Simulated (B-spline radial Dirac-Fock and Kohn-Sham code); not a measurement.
Satellites and hypersatellites of the K lines of Br²⁺

System: bromine as Br²⁺ in the configuration [Ar] 3d10 4s2 4p3, inside a Watson sphere of charge -2 and radius 2.4 Å (a model of the Madelung potential; inside it an electron's potential energy is raised by 12.0 eV).

The run's input, task.json:

```json
{"items": [{
  "Z": 35,
  "q": 2,
  "cfg": [[1, 0, 2], [2, 0, 2], [2, 1, 6], [3, 0, 2], [3, 1, 6], [3, 2, 10], [4, 0, 2], [4, 1, 3]],
  "A": 79,
  "rrms": 4.1629,
  "watson": [-2, 2.4],
  "do": ["binding", "quiet", "double"]
}]}
```

Command: `python xray_run.py task.json out`

These are calculated numbers from a radial finite-basis atomic code; the model is relaxed Dirac-Fock hole states (ΔSCF) with Breit and QED corrections and a finite nucleus. Each two-hole energy is an average over J within one jj subconfiguration, not an observable level; in light atoms, where LS coupling holds, the j-resolved values are not observed lines, and for a K spectator the Kα1 hypersatellite is nearly forbidden. No correlation.

Lines without a spectator: Kα1 (K-L3) 11923.3 eV, Kβ1 (K-M3) 13288.6 eV. Shifts in eV with one spectator hole (a dash: not computed, or left out as unreliable):

```csv
spectator hole,Kα1,Kβ1
K (1s),+384.1,+477.2
M4 (3d3/2),-1.57,–
M5 (3d5/2),-0.80,–
```
